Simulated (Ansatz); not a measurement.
H5NSi (SMILES N[SiH3]) moved off its minimum; all values from Ansatz (an electronic-structure program), cores frozen in correlated methods.
(charge 0, multiplicity 1)
```xyz
7

Si    -0.62869     0.09064     0.06498
N      1.09606    -0.15469    -0.16059
H     -1.26687    -0.91590    -0.77863
H     -0.83414     1.44767    -0.33212
H     -1.13163    -0.13493     1.35559
H      1.48311    -1.07704    -0.29901
H      1.81317     0.54355     0.19146
```

Forces at HF/def2-TZVPP (eV/Å):

```
atom      Fx      Fy      Fz
----  ------  ------  ------
Si1    2.404  -0.793  -1.338
N2     0.982   1.191   0.917
H3    -0.281  -0.037  -0.336
H4    -0.506   0.887  -0.224
H5    -0.539  -0.090   1.632
H6    -0.185   0.818   0.247
H7    -1.875  -1.976  -0.898
```

Question: Give the forces (eV/Å), the total energy and the dipole at CCSD(T)/cc-pV(T+d)Z.

Answer: 
```json
[
 {"atom": "Si1", "Fx": "2.192", "Fy": "-0.747", "Fz": "-1.173"},
 {"atom": "N2", "Fx": "0.598", "Fy": "1.318", "Fz": "0.615"},
 {"atom": "H3", "Fx": "-0.289", "Fy": "-0.114", "Fz": "-0.373"},
 {"atom": "H4", "Fx": "-0.478", "Fy": "0.953", "Fz": "-0.247"},
 {"atom": "H5", "Fx": "-0.620", "Fy": "-0.105", "Fz": "1.652"},
 {"atom": "H6", "Fx": "0.033", "Fy": "0.215", "Fz": "0.177"},
 {"atom": "H7", "Fx": "-1.437", "Fy": "-1.520", "Fz": "-0.651"}
]
```
Energy -346.7401 hartree, dipole 0.96 D.
